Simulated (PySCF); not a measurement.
Species: C4H11BOSi.
Z-matrix (Å and degrees, PBE0-D3(BJ)/def2-SVP geometry), rows numbered from 1:
```
Si
O   1  1.6645
C   2  1.4032  1  124.54
B   3  1.5717  2  118.59  1   166.45
C   4  1.5628  3  106.21  2   148.63
C   5  1.5374  4  105.30  3     6.97
C   6  1.5292  5  104.90  4   -28.62
H   1  1.4965  2  112.21  3    73.58
H   1  1.4989  2  109.95  3   -47.00
H   1  1.4878  2  106.74  3  -166.72
H   3  1.1253  2  110.33  1    53.26
H   4  1.2069  3  126.03  2   -30.75
H   5  1.1004  4  118.99  3   139.27
H   5  1.1143  4  100.86  3  -106.65
H   6  1.1010  5  113.91  4  -152.30
H   6  1.1041  5  109.46  4    88.72
H   7  1.1046  3  108.42  2   -50.06
H   7  1.1026  3  113.77  2    68.90
```

Linear response at wB97X-D/def2-SVPD (PySCF, frozen core in the response, non-relativistic). The structure is a single PBE0-D3(BJ)/def2-SVP conformer in the gas phase; no vibrational or solvent corrections.

Static isotropic polarisability: 88.91 au (13.18 Å³), principal values 76.5, 86.5, 103.8 au.

(1) What is the polarisability at 1064 nm and at the sodium D line?

(2) What is the isotropic C6 coefficient between two such molecules, C6 = (3/π)∫α(iω)² dω?

(3) Which effective excitation energy ω̄ makes London's formula C6 = (3/4)α²ω̄ exact here?

(4) The lowest 10 singlets have (eV, f): 5.43, 0.000; 6.38, 0.007; 6.46, 0.015; 7.33, 0.000; 7.51, 0.025; 7.83, 0.020; 7.89, 0.011; 8.00, 0.015; 8.14, 0.027; 8.25, 0.017. What share of the static polarisability do they carry in the sum over states α = Σ f/ω²?

(5) What three-body coefficient follows from the one-pole estimate C9 = (3/4)·α·C6?

(6) How many electrons N does the Slater–Kirkwood formula C6 = (3/4)·√N·α^(3/2) need to give this C6?

(7) How anisotropic is the static polarisability, by Δα² = ½[(α1 − α2)² + (α2 − α3)² + (α3 − α1)²]?

(8) What n − 1 at the D line would an ideal gas of it have at 273.15 K and 1 atm (2.6868 × 10¹⁹ cm⁻³), by n − 1 = 2π·N·α′?

Answers

(1) 89.61 au at 1064 nm (+0.8 %), 91.23 au at 589.3 nm (+2.6 %). The rise at 589.3 nm is 3.34 times that at 1064 nm; a pure ω² law gives 3.26. The lowest singlet lies at 228 nm, shorter than both wavelengths.

(2) 3220 au (Eh·bohr⁶) by a ten-point quadrature over imaginary frequencies, which is 1920 eV·Å⁶ or 186 J·nm⁶/mol.

(3) ω̄ = 4·C6/(3α²) = 0.543 Eh = 14.8 eV. A one-pole form α(ω) = α/(1 − ω²/ω̄²) fitted to the 1064 nm value gives 13.2 eV. London's choice of the ionisation energy (9.73 eV, ΔSCF at the same level) gives C6 = 2120 au, 34 % too low.

(4) 1.76 au, 2.0 % of α; the largest term, 0.32 au, is that of the state at 7.51 eV. Their oscillator strengths add up to 0.14. Higher states carry the rest.

(5) 215000 au. This is an estimate from the two numbers above, not a computed integral.

(6) N = (4·C6/3)²/α³ = 26.2; the species has 62 electrons in all.

(7) Δα = 23.9 au, or 0.27 of the isotropic value.

(8) 22.82 × 10⁻⁴, a formal value whether or not that pressure can be reached.

On one thread of an Arm Neoverse V2, no GPU (shared host), this took 2.9 min of wall time (with the writing of density and orbital grids) and 1.2 GiB of memory at its peak. This is the whole response run at wB97X-D/def2-SVPD, SCF included.

The pairwise dispersion term of wB97X-D wasn't added to the energies; at a given geometry it leaves orbitals and properties as they are.
